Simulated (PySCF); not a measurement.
# Reading the logs of faulty runs: AlBCH5O cation

These are calculations, not measurements. The program is PySCF 2.14.0, an open-source quantum chemistry code, run on an isolated molecule that a program drew, which may never have been made. The molecule is AlBCH5O cation (charge +1, singlet), drawn as the SMILES string `OB[CH2][AlH+]`.

Each row is a Hartree-Fock (HF) and frozen-core CCSD(T) single point in the cc-pV(D+d)Z basis, meant for a local HF minimum. Run 1 is clean. Each other run has one planted mistake out of seven kinds, and not every kind appears here: one electron removed, one electron added, multiplicity raised by two, geometry at a saddle point, minimal basis STO-3G, one bond length entered in bohr, all coordinates scaled. The reference is restricted for singlets and unrestricted otherwise, and also for a bond in bohr. Adding or removing an electron swaps singlet and doublet. Electrons count all cores. HOMO and LUMO are orbital energies over both spins, the gradient is its largest component, and the lowest frequency (negative if imaginary) is given only where the gradient is small. Bond lengths are over the 8 bonds as drawn. T1 is the CCSD diagnostic: over 0.02 (restricted) or 0.045 (unrestricted) a single reference is doubtful.

Geometry of the clean run:
```xyz
9
AlBCH5O cation, angstrom
O     1.8092   -0.9678    2.0360
B     1.0853    0.1423    2.1438
C     0.7719    1.1300    0.9131
Al   -1.0899    1.4282    0.6090
H     2.2046   -1.1713    1.2005
H     0.6297    0.4055    3.2213
H     1.1353    2.1301    1.2020
H     1.2530    0.8607   -0.0342
H    -2.5926    1.6942    0.3625
```

```
run  electrons  basis functions  <S^2>  HOMO (eV)  LUMO (eV)  gradient (hartree/bohr)  lowest frequency (cm^-1)  mean bond (Å)  longest bond (Å)      T1  HF (hartree)  CCSD(T) (hartree)               mistake
  1         36               90  0.000     -16.69      -4.35                  3.7e-05                        77         1.3423             1.910  0.0152    -382.04361         -382.55323              no fault
  2         37               90  0.776      -5.31       1.06                  2.5e-02                         -         1.3423             1.910  0.0193    -382.22061         -382.74298    one electron added
  3         35               90  0.779     -23.27     -14.08                  9.5e-02                         -         1.3423             1.910  0.0235    -381.47866         -381.97788  one electron removed
  4         36               29  0.000     -14.69       0.96                  5.2e-02                         -         1.3423             1.910  0.0190    -377.44431         -377.65528  minimal basis STO-3G
  5         36               90  0.000     -16.48      -4.41                  3.5e-02                         -         1.4000             1.992  0.0167    -382.02997         -382.54677                     ?
  6         36               90  0.704     -16.20      -4.84                  2.0e-02                         -         1.4642             2.071  0.0589    -381.91779         -382.42591                     ?
```

**Which mistake was planted in run 5, and what did it cost?**

The mean and the longest bond both change by the same factor, 1.043, and the gradient is no longer small. So the mistake is: all coordinates scaled. Subtracting run 1 and multiplying by 627.51 kcal/mol a hartree, the energy moved by 8.6 kcal/mol in HF and 4.1 kcal/mol in CCSD(T).

**Which mistake was planted in run 6, and what did it cost?**

The mean bond changes by a factor of 1.091 and the longest by 1.084, so the molecule wasn't scaled as a whole. A length L in bohr read as angstrom grows by (1/0.5292 - 1) L = 0.890 L. The 8 bonds together grew by 8 x 0.1219 = 0.975 Å, which gives L = 1.096 Å. That is the length of one of the C-H bonds, 1.096 Å in the clean geometry. So the mistake is: one bond length entered in bohr. Subtracting run 1 and multiplying by 627.51 kcal/mol a hartree, the energy moved by 79.0 kcal/mol in HF and 79.9 kcal/mol in CCSD(T).

Cautions from the logs. Run 6: T1 is over the limit, so its CCSD(T) energy is less reliable.
